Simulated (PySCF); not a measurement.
# What a mistake does to a calculation on BGeH5NSi cation

Calculated results; nothing here was measured. The program is PySCF 2.14.0, an open-source quantum chemistry code, run on an isolated molecule that a program drew, which may never have been made. The molecule is BGeH5NSi cation (charge +1, singlet), drawn as the SMILES string `BN=[SiH][GeH2+]`.

Each row is a Hartree-Fock (HF) and frozen-core CCSD(T) single point in the cc-pV(D+d)Z basis, meant for a local HF minimum. Run 1 is clean. Each other run has one planted mistake out of seven kinds, and not every kind appears here: one electron removed, one electron added, multiplicity raised by two, geometry at a saddle point, minimal basis STO-3G, one bond length entered in bohr, all coordinates scaled. The reference is restricted for singlets and unrestricted otherwise, and also for a bond in bohr. Adding or removing an electron swaps singlet and doublet. Electrons count all cores. HOMO and LUMO are orbital energies over both spins, the gradient is its largest component, and the lowest frequency (negative if imaginary) is given only where the gradient is small. Bond lengths are over the 8 bonds as drawn. T1 is the CCSD diagnostic: over 0.02 (restricted) or 0.045 (unrestricted) a single reference is doubtful. Germanium has the cc-pVDZ-PP basis, with a core potential (ECP10MDF) in place of its 10 inner electrons, and its 3s, 3p and 3d shells are frozen in CCSD(T).

Geometry of the clean run:
```xyz
9
BGeH5NSi cation, angstrom
B    -2.5695   -0.0032    1.4656
N    -1.3589   -0.7018    1.3133
Si   -0.2050   -1.7158    1.0802
Ge    1.8182   -0.4979    1.4245
H    -3.0750    0.0423    2.5491
H    -3.0396    0.5471    0.5128
H    -0.1326   -3.1317    0.7293
H     1.6892    0.9707    1.7769
H     3.2470   -1.0080    1.3387
```

```
run  electrons  basis functions  <S^2>  HOMO (eV)  LUMO (eV)  gradient (hartree/bohr)  lowest frequency (cm^-1)  mean bond (Å)  longest bond (Å)      T1  HF (hartree)  CCSD(T) (hartree)                          mistake
  1         62               99  0.000     -14.29      -6.29                  3.5e-05                        70         1.5294             2.386  0.0232    -664.05933         -664.53989                         no fault
  2         61               99  0.765     -21.61     -12.39                  7.1e-02                         -         1.5294             2.386  0.0504    -663.58465         -664.01933             one electron removed
  3         62               99  2.022     -12.83      -6.49                  1.3e-01                         -         1.5294             2.386  0.0348    -664.03136         -664.47375       multiplicity raised by two
  4         63               99  0.887      -7.89       0.73                  4.9e-02                         -         1.5294             2.386  0.0291    -664.32066         -664.80828               one electron added
  5         62               99  1.370     -13.93      -6.08                  4.2e-02                         -         1.6980             2.864  0.0696    -663.96657         -664.42518  one bond length entered in bohr
  6         62               99  0.000     -14.16      -6.39                  2.4e-05                      -426         1.5424             2.431  0.0190    -664.03859         -664.51054                                ?
```

**Which mistake was planted in run 6, and what did it cost?**

The gradient is small, so the point is stationary, but the lowest frequency is imaginary (-426 cm^-1). So the mistake is: geometry at a saddle point. Subtracting run 1 and multiplying by 627.51 kcal/mol a hartree, the energy moved by 13.0 kcal/mol in HF and 18.4 kcal/mol in CCSD(T).

Cautions from the logs. Run 1: T1 is over the limit, so its CCSD(T) energy is less reliable; run 2: T1 is over the limit, so its CCSD(T) energy is less reliable; run 5: T1 is over the limit, so its CCSD(T) energy is less reliable.
